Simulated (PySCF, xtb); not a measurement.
FGeH5OSi, SMILES F[SiH2][O][GeH3].

GFN2-xTB (xtb) at its own geometry gives an orbital gap of 6.44 eV and a dipole moment of 1.26 D.

Geometry optimised at PBE0-D3(BJ)/def2-SVP. This is a generated structure with no PubChem entry under its InChIKey; it may be hypothetical. Other conformers were not sampled.

Question: What does PBE/def2-TZVP (PySCF) give? (Estimate from the structure and the level; the computed values follow.)

Answer: gap 6.29 eV (levels -7.32 and -1.02 eV), dipole 1.65 D.
